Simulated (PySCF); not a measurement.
PySCF 2.14 output of an unrestricted B2PLYP calculation on a single atom or ion in x2c-QZVPPall, with the spin-free X2C one-electron Hamiltonian (Gaussian nucleus):

```
SCF conv_tol = 1e-09
number electrons alpha = 27  beta = 26
    A. D. Becke.,  Phys. Rev. A 38, 3098 (1988)
    C. Lee, W. Yang, and R. G. Parr.,  Phys. Rev. B 37, 785 (1988)
    B. Miehlich, A. Savin, H. Stoll, and H. Preuss.,  Chem. Phys. Lett. 157, 200 (1989)
cycle= 1 E= -7114.50021057843  delta_E= -0.00864  |g|= 0.0299  |ddm|= 0.156
cycle= 2 E= -7114.50040993378  delta_E= -0.000199  |g|= 0.0232  |ddm|= 0.0382
cycle= 3 E= -7114.50048520965  delta_E= -7.53e-05  |g|= 0.0027  |ddm|= 0.0128
cycle= 4 E= -7114.50049065696  delta_E= -5.45e-06  |g|= 0.000929  |ddm|= 0.00496
cycle= 5 E= -7114.50049158171  delta_E= -9.25e-07  |g|= 0.000205  |ddm|= 0.00244
cycle= 6 E= -7114.50049163887  delta_E= -5.72e-08  |g|= 9.53e-06  |ddm|= 0.000755
cycle= 7 E= -7114.50049163889  delta_E= -2.82e-11  |g|= 1.17e-06  |ddm|= 2.91e-05
converged SCF energy = -7114.50049163889  <S^2> = 0.76091933  2S+1 = 2.0108897
```

The run itself started from symmetry-adapted Hartree-Fock orbitals and held the occupation by maximum overlap, on a logarithmic radial grid, so the iterations belong to that start.

**Question.** Which element, charge and spin multiplicity is this?

**Answer.** I (iodine, neutral), multiplicity 2; the state was [Kr] 4d10 5s1 5p6, 2S determinant (an excited configuration). The SCF energy lacks the PT2 part of the double hybrid.
